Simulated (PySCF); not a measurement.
**Bonding in `[SiH3]CC1=CC=CC12CC2`**

C8H12Si.
Numbering: `[SiH3:1][CH2:2][C:3]1=[CH:4][CH:5]=[CH:6][C:7]12[CH2:8][CH2:9]2` (hydrogens: H10, H11, H12 on Si1; H13, H14 on C2; H15 on C4; H16 on C5; H17 on C6; H18, H19 on C8; H20, H21 on C9)

Structure used (GFN2-xTB), in Å, numbered top down from 1:
```xyz
21
C8H12Si angstrom
Si     2.6672   -0.0166   -0.7173
C      1.3284    1.0170    0.1776
C      0.2249    0.1554    0.6651
C      0.2002   -0.5931    1.7893
C     -1.0401   -1.3251    1.8606
C     -1.7865   -1.0358    0.7815
C     -1.0504   -0.0701   -0.0515
C     -1.1717   -0.0541   -1.5617
C     -1.7863    1.0420   -0.7775
H      3.1590   -1.0512    0.1890
H      2.1067   -0.6386   -1.9191
H      3.7571    0.8822   -1.1071
H      1.7955    1.5228    1.0247
H      0.9478    1.7905   -0.4907
H      0.9759   -0.6452    2.5328
H     -1.2994   -1.9917    2.6637
H     -2.7620   -1.4090    0.5309
H     -1.8154   -0.7973   -2.0072
H     -0.2754    0.1509   -2.1261
H     -2.8599    1.0659   -0.6697
H     -1.3245    2.0180   -0.7876
```

Bond orders from the PBE0/pcSseg-1 density (PySCF). The structure is a single GFN2-xTB conformer in the gas phase; no vibrational or solvent corrections.

Q: Where do the orders between heavy atoms depart from those drawn in the SMILES?

A: The largest departure is 0.276, at C3–C4 (drawn double, 1.724). Drawn single, order above 1.12: C4–C5 (1.136). Drawn single, order below 0.88: C9–C7 (0.862).

Q: Set the Mayer orders of the bonds beside their lengths.

A: 
| bond | drawn as | length (Å) | Mayer order |
| --- | --- | --- | --- |
| Si1–C2 | single | 1.914 | 0.892 |
| C2–C3 | single | 1.483 | 1.057 |
| C3–C4 | double | 1.351 | 1.724 |
| C4–C5 | single | 1.442 | 1.136 |
| C5–C6 | double | 1.344 | 1.743 |
| C6–C7 | single | 1.472 | 1.055 |
| C7–C8 | single | 1.515 | 0.882 |
| C8–C9 | single | 1.481 | 0.982 |
| C7–C3 | single | 1.480 | 1.045 |
| C9–C7 | single | 1.518 | 0.862 |
| Si1–H10 | single | 1.461 | 0.949 |
| Si1–H11 | single | 1.465 | 0.942 |
| Si1–H12 | single | 1.465 | 0.930 |
| C2–H13 | single | 1.092 | 0.934 |
| C2–H14 | single | 1.091 | 0.934 |
| C4–H15 | single | 1.076 | 0.995 |
| C5–H16 | single | 1.075 | 0.981 |
| C6–H17 | single | 1.074 | 0.989 |
| C8–H18 | single | 1.079 | 0.953 |
| C8–H19 | single | 1.079 | 0.944 |
| C9–H20 | single | 1.079 | 0.956 |
| C9–H21 | single | 1.080 | 0.949 |

By pair of heavy elements: C–C: lowest C9–C7 (0.862, 1.518 Å), highest C5–C6 (1.743, 1.344 Å).

Q: Sum the orders of all bonds at each heavy atom with more than one neighbour and set the sums beside the valence in the SMILES.

A: Si1 3.713 (drawn 4), C2 3.817 (drawn 4), C3 3.826 (drawn 4), C4 3.855 (drawn 4), C5 3.860 (drawn 4), C6 3.787 (drawn 4), C7 3.844 (drawn 4), C8 3.761 (drawn 4), C9 3.749 (drawn 4). Orders between atoms that aren't bonded are not in these sums.

The Mayer order sums products of elements of PS (density times overlap matrix) between the two atoms' basis functions, so it depends on the basis set.
